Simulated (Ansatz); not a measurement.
Born–Oppenheimer molecular dynamics of F$_{4}$GeH$_{3}$N (9 atoms, charge 0, multiplicity 1). It starts at the highest image of a converged band, a first-order saddle point between two minima.

All numbers below come from RKS PBE/def2-SVP (Ansatz).

```json
{
  "ensemble": "NVE (velocity Verlet)",
  "time step": "0.5 fs",
  "steps asked": "200",
  "starting velocities drawn for": "300 K",
  "seed": "6893"
}
```

First frame:

```xyz
9
Properties=species:S:1:pos:R:3
Ge -0.672 -0.424 -0.169
F 1.035 -1.278 0.779
F -0.404 -1.597 -1.415
F -1.532 -0.879 1.264
F -1.904 0.549 -0.948
H 1.295 -0.203 0.601
N 0.717 0.888 0.064
H 0.417 1.674 0.657
H 1.047 1.270 -0.834
```

Q: How far do the bonds stretch over the last three quarters of this one trajectory? (Pairs bonded in most of those frames.)

A: 
| bond | mean (Å) | spread (Å) | shortest | longest |
| --- | --- | --- | --- | --- |
| Ge1–F3 | 1.725 | 0.007 | 1.71 | 1.74 |
| Ge1–F4 | 1.737 | 0.040 | 1.67 | 1.79 |
| Ge1–F5 | 1.742 | 0.012 | 1.72 | 1.76 |
| Ge1–N7 | 1.855 | 0.018 | 1.83 | 1.91 |
| F2–H6 | 0.974 | 0.034 | 0.92 | 1.06 |
| N7–H8 | 1.034 | 0.031 | 0.99 | 1.08 |
| N7–H9 | 1.032 | 0.021 | 0.99 | 1.07 |

Mean temperature of the second half: 229 K. The conserved energy stayed within 0.21 meV per atom of its start (net change 0.059 meV per atom), so the integration is sound. A run of 0.1 ps of so small a system gives no equilibrium averages. The orbitals stay closed-shell, which can raise the energy where a bond breaks towards radicals; this wasn't checked here.

The run took 7.8 min on 2 threads of Intel(R) Xeon(R) Platinum 8175M CPU @ 2.50GHz (Skylake/Cascade Lake), on a shared host, peak memory 0.19 GiB.
